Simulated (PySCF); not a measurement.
Electronic absorption of CH8GeOSi

Compound: CH8GeOSi.
InChI=1S/CH8GeOSi/c1-3-2-4/h2H2,1,4H3

Computed, not measured: TDDFT CAM-B3LYP/def2-SVPD, vertical, gas phase, core orbitals frozen in the response (PySCF 2.14.0, density-fitted response routines). One conformer (not necessarily the lowest) at the PBE0-D3(BJ)/def2-SVP geometry, without solvent, vibrations or thermal averaging. The CAM-B3LYP/def2-SVPD calculation is non-relativistic and has no spin–orbit coupling, an omission that weighs most on germanium. Torsions of this conformer, `[CH3:1][O:2][GeH2:3][SiH3:4]`: C1–O2–Ge3–Si4 179°.

Question: Predict the UV-vis stick spectrum at this level.

Answer: 

```tsv
state	λ (nm)	E (eV)	f	main configurations (H = HOMO, L = LUMO)
S1	193.0	6.42	0.0001	H→L (84%)
S2	181.2	6.84	0.016	H-1→L (84%), H-1→L+1 (8%)
S3	170.3	7.28	0.039	H→L+1 (87%)
S4	164.4	7.54	0.047	H-2→L (66%), H-1→L+1 (17%)
S5	162.7	7.62	0.092	H-1→L+1 (47%), H-1→L+3 (12%), H→L+3 (10%)
S6	162.0	7.65	0.048	H-1→L+3 (46%), H→L+2 (16%), H-1→L+1 (12%)
S7	159.3	7.78	0.013	H→L+2 (52%), H-1→L+3 (25%)
S8	157.2	7.89	0.026	H→L+3 (56%), H-1→L+2 (23%)
S9	154.5	8.02	0.473	H-1→L+2 (55%), H→L+3 (19%), H-1→L+1 (10%)
S10	152.3	8.14	0.0016	H→L+4 (76%), H-3→L (11%)
```

Triplets, Tamm–Dancoff:

```csv
state,E (eV),λ (nm),"main configurations (H = HOMO, L = LUMO)"
T1,6.06,204.7,"H→L (75%), H→L+1 (10%)"
T2,6.21,199.7,H-1→L (84%)
T3,6.77,183.1,"H-1→L+3 (72%), H→L+1 (8%)"
T4,6.83,181.6,H-1→L+1 (66%)
```

The lowest singlet lies at 6.42 eV (193 nm, vacuum ultraviolet) and is dark (f under 0.0005); its leading configuration is HOMO→LUMO (84%). The most intense listed level is S9 at 8.02 eV (155 nm, f = 0.473), 1.60 eV above S1. Löwdin shares by element: HOMO oxygen 58%, carbon 12%, germanium 9%, hydrogen 6% or more; LUMO germanium 32%, silicon 20%, hydrogen 17% or more (atoms not listed hold the other 31%). The oscillator strengths of these states sum to 0.756; summed over the whole spectrum of an exact calculation they would give the number of electrons, 68 (Thomas–Reiche–Kuhn). Orbital energies (eV): HOMO-3 -10.98, HOMO-2 -10.09, HOMO-1 -9.57, HOMO -9.18, LUMO 0.71, LUMO+1 0.92, LUMO+2 1.19. Weighted by f, the mean energy of these states is 7.85 eV. All these states lie below the vertical ionisation energy of 9.97 eV (ΔSCF). Singlets were solved by full linear response, triplets in the Tamm–Dancoff approximation.
